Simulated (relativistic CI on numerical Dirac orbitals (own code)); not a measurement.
# Forbidden transitions in Fe³⁺

These numbers are calculated, not measured: Dirac-Coulomb-Breit CI, KLI orbitals optimised for each configuration, QED by a radiative potential, valence Slater integrals scaled by 0.85, P86 correlation energy added to each configuration (own radial code, finite nucleus).

Configuration list (outside the closed core [Ne]): 3s²3p⁶3d⁵, 3s²3p⁶3d⁴4s, 3s²3p⁶3d⁴4p, 3s²3p⁶3d⁴4d, 3s²3p⁶3d⁴5s, 3s²3p⁶3d³4s², 3s²3p⁵3d⁶, 3s²3p⁶3d⁴5p, 3s²3p⁶3d⁴4f, 3s²3p⁶3d⁴5d, 3s²3p⁶3d³4s4p, 3s²3p⁶3d⁴5f, 3s²3p⁶3d⁴5g, 3s²3p⁶3d³4p², 3s3p⁶3d⁶. Levels of other configurations are missing.

| λ vac (nm) | Lower | Upper | Type | A (s⁻¹) | log gf |
| --- | --- | --- | --- | --- | --- |
| 262.13 | 3s²3p⁶3d⁵ ⁶S5/2 [1] | 3s²3p⁶3d⁵ ⁴D7/2 [9] | E2 | 1.11e-03 | -11.04 |
| 280.93 | 3s²3p⁶3d⁵ ⁶S5/2 [1] | 3s²3p⁶3d⁵ ⁴P1/2 [8] | E2 | 1.19e-05 | -13.55 |
| 281.63 | 3s²3p⁶3d⁵ ⁶S5/2 [1] | 3s²3p⁶3d⁵ ⁴P3/2 [7] | M1 | 8.21e-01 | -8.41 |
| 282.30 | 3s²3p⁶3d⁵ ⁶S5/2 [1] | 3s²3p⁶3d⁵ ⁴P5/2 [6] | M1 | 1.26e+00 | -8.05 |
| 474.12 | 3s²3p⁶3d⁵ ⁴G11/2 [2] | 3s²3p⁶3d⁵ ⁴F7/2 [20] | E2 | 5.57e-02 | -8.82 |
| 476.05 | 3s²3p⁶3d⁵ ⁴G11/2 [2] | 3s²3p⁶3d⁵ ⁴F9/2 [19] | M1 | 1.33e-01 | -8.35 |
| 476.05 | 3s²3p⁶3d⁵ ⁴G11/2 [2] | 3s²3p⁶3d⁵ ⁴F9/2 [19] | E2 | 2.83e-01 | -8.02 |
| 707.98 | 3s²3p⁶3d⁵ ⁴D7/2 [9] | 3s²3p⁶3d⁵ ⁴F7/2 [20] | M1 | 9.88e-02 | -8.23 |
| 712.29 | 3s²3p⁶3d⁵ ⁴D7/2 [9] | 3s²3p⁶3d⁵ ⁴F9/2 [19] | E2 | 2.58e-02 | -8.71 |
| 712.29 | 3s²3p⁶3d⁵ ⁴D7/2 [9] | 3s²3p⁶3d⁵ ⁴F9/2 [19] | M1 | 1.25e-01 | -8.02 |
| 725.09 | 3s²3p⁶3d⁵ ⁴P5/2 [6] | 3s²3p⁶3d⁵ ²D5/2 [15] | M1 | 4.83e-01 | -7.64 |
| 780.11 | 3s²3p⁶3d⁵ ⁴D7/2 [9] | 3s²3p⁶3d⁵ ²F7/2 [17] | M1 | 8.25e-02 | -8.22 |
| 3268.7 | 3s²3p⁶3d⁵ ²D5/2 [15] | 3s²3p⁶3d⁵ ⁴F7/2 [20] | M1 | 1.83e-02 | -7.63 |

Terms are leading LS components. Brackets give the number of a level in order of energy, since labels repeat. The list gives strong lines, with weight on those to low levels, among the lowest 200 of 2892 levels, so that lines to higher ones, which can be the strongest, are missing, and without lines across small gaps between configurations, and without 47 lines that miss the measured interval by over 3.5 %, start from a term whose rates miss tabulated ones by over 60 %, have gauges far apart or, lacking measured levels, span too small a gap for the errors found; lines with a level outside our table were not tested and can miss by more. Levels whose partners in the same complex of configurations lie outside the list can be far off, and so can their lines. Rates are taken at the computed energies, electric ones in the length gauge.

For a near-neutral ion this model can misplace configurations by up to about 10,000 cm⁻¹ (more where the count of f electrons changes) and terms by 10 to 25 % of their spread. Rates follow the energies as ν³ (E1, M1) or ν⁵ (E2), so they and the lifetimes can be off by large factors. The fine structure of a lone outer electron comes out too small, for d and f at times inverted, and misplaced configurations move strength between like terms. 54 of the 54 excited levels that our extract of the measured tables holds in this range could be paired (the sources list more); they are missed by 1071 cm⁻¹ on average and 1962 at most, and levels without a partner can miss by more. Some levels of the ground configuration have no partner and can miss by 10 % or more.
